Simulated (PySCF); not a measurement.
# A survey of 33S NMR shifts

A single conformation, rapidly exchanging positions averaged, no relativistic terms, isolated molecule. GIAO PBE0/pcSseg-1 shieldings; geometry from GFN2-xTB; PySCF.

Shieldings were converted by a linear fit to measured shifts: 33S: δ = 158.28 − 0.937σ (rms 33.3 ppm, 20 shifts vs sulfate, solution or neat liquid). A few per cent of atoms miss by over 2 rms, more outside the fitted compound classes.

Problem. Give the 33S shifts of `Sc1cccc(Cl)c1`, `CCP1(=S)CCSCC1`.

Solution. 
| compound | environment | δ (ppm) |
| --- | --- | --- |
| Sc1cccc(Cl)c1 | thiol sulfur | -311 |
| [CH3:1][CH2:2][P:3]1(=[S:4])[CH2:5][CH2:6][S:7][CH2:8][CH2:9]1 | S7: sulfide sulfur | -285 |
| [CH3:1][CH2:2][P:3]1(=[S:4])[CH2:5][CH2:6][S:7][CH2:8][CH2:9]1 | S4: sulfur bonded to P | -585 |

Problem. Match the shifts 585, 317, -311, -365, -426 ppm to `CC#C/C([SiH3])=C/S[SiH2]Cl`, `FC(F)[C@@H]1CCC(=S)C1`, `Sc1cccc(Cl)c1`, `O=C1CCP(P)(=S)CC1`, `CN=S=O`.

Solution. 585: FC(F)[C@@H]1CCC(=S)C1 (thione sulfur); 317: CN=S=O (sulfur bonded to N, O); -311: Sc1cccc(Cl)c1 (thiol sulfur); -365: CC#C/C([SiH3])=C/S[SiH2]Cl (sulfur bonded to C, Si); -426: O=C1CCP(P)(=S)CC1 (sulfur bonded to P).
